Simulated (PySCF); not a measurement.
SMILES [Si](C)(SB(O)O)(C)C (C3H11BO2SSi) at its GFN2-xTB optimised geometry (Å):

```
19

Si    -1.3545    -0.2549    -0.0033
C     -1.6692     0.7607     1.5784
C     -1.6640     0.7575    -1.5880
C     -2.3948    -1.8484    -0.0032
S      0.7003    -1.0142     0.0007
B      1.6645     0.5103     0.0000
O      3.0192     0.5103     0.0000
O      1.0144     1.6996     0.0000
H     -1.4514     0.1772     2.4690
H     -1.0428     1.6468     1.6005
H     -2.7052     1.0801     1.6355
H     -1.4494     0.1701    -2.4768
H     -2.6984     1.0823    -1.6460
H     -1.0328     1.6401    -1.6128
H     -2.1937    -2.4519     0.8760
H     -3.4535    -1.6121    -0.0127
H     -2.1799    -2.4608    -0.8729
H      3.4535    -0.3415     0.0002
H      1.5969     2.4608    -0.0004
```

Level of theory: CAM-B3LYP/def2-SVP (PySCF 2.14.0). Cells within 0.4 Å of a nucleus heavier than hydrogen are left out (blank, or x).

Map of the electrostatic potential (hartree/e), clipped to [-0.08, 0.12] on the plane z = 1.5 Å:

```
|2222222222222222222222222222222|
|2222222222222222222333322222222|
|2222222222222222223333332222222|
|2222222222222222233333333222222|
|2222222222222222233333333222222|
|2222222222222222233333333222222|
|2222222222222222223333333222222|
|2222222222222222223333332222222|
|2222222222234432122333322222222|
|2222223322379942111233222112222|
|2222334665799972101222211111122|
|2222348999999972111232211111122|
|2222359999x99942112333210011222|
|2222349999xx9932123443210111222|
|2222334799999932223443211122222|
|2222223369999632122333222222222|
|2222222345887532111222223333332|
|2222222234566431111112233333333|
|2222222233454321110011233333333|
|2222222233333211000001223333333|
|2222222345432210000001223333333|
|2222222369742210000001222333332|
|2222222489842211000011122222222|
|2222222357632211100111122222222|
|2222222234332211111111122222222|
|2222222222222211111111222222222|
|2222222222222211111111222222222|
|2222222222222221111112222222222|
|2222222222222222111222222222222|
|2222222222222222222222222222222|
|2222222222222222222222222222222|
```
Scale: ten equal steps from -0.039 (start of '0') to 0.120 (end of '9'), in the order '0123456789'; x runs from -5.50 to 5.50, y from -5.50 (bottom) to 5.50 (top).
